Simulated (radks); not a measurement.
The numbers below are computed, except where a source is named.
Question: Valence configurations of Mn+ (all share [Ar]). Level of theory: scalar-relativistic Kohn-Sham, r2SCAN, spin-polarised, spherical densities, finite nucleus; open shells are filled with parallel spins first; meta-GGA in the generalised Kohn-Sham scheme; Fermi nuclear charge, rms radius 3.7057 fm (a radial shooting solver on a logarithmic mesh with Libxc functionals). Order these by energy: 3d3 4s0.5 4p2.5; 3d5 4s1; 3d4 4s1.5 4p0.5; 3d4 4p2; 3d5 4p1; 3d4 4s1 4p1; 3d5 4s0.5 4p0.5; 3d4 4s2; 3d3 4s1 4p2; 3d6.

Answer: From the lowest, in eV above it: 3d5 4s1 0.000; 3d5 4s0.5 4p0.5 2.625; 3d6 2.841; 3d5 4p1 5.178; 3d4 4s2 8.274; 3d4 4s1.5 4p0.5 10.258; 3d4 4s1 4p1 11.342; 3d4 4p2 17.143; 3d3 4s1 4p2 27.506; 3d3 4s0.5 4p2.5 30.741. NIST lists [Ar] 3d5 4s1 as the ground configuration; this level of theory agrees among the configurations tried. The energies are those of spherical high-spin densities, not of single terms.
